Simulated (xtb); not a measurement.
C₂H₇BClN, SMILES ClB(CC)N. All values are semi-empirical tight-binding results from xtb (GFN2-xTB unless named), good for trends rather than for accurate numbers. The structure is a stationary point at GFN2-xTB. This is a generated structure with no PubChem entry under its InChIKey; it may be hypothetical. One conformer was computed; it need not be the lowest.

Computed properties:
The point group as xtb finds it is Cs, the orbital gap is 5.64 eV and the dipole moment is 3.35 D. The zero-point energy comes out as 60.4 kcal/mol and the G − E(el) at 298.15 K (modified RRHO) is 41.2 kcal/mol. The static polarisability (D4 model) is 60.5 bohr³ and the solvation energy, GFN2-xTB/ALPB(water) is -4.9 kcal/mol. The solvation energy, GFN2-xTB/ALPB(toluene) is -5.8 kcal/mol.
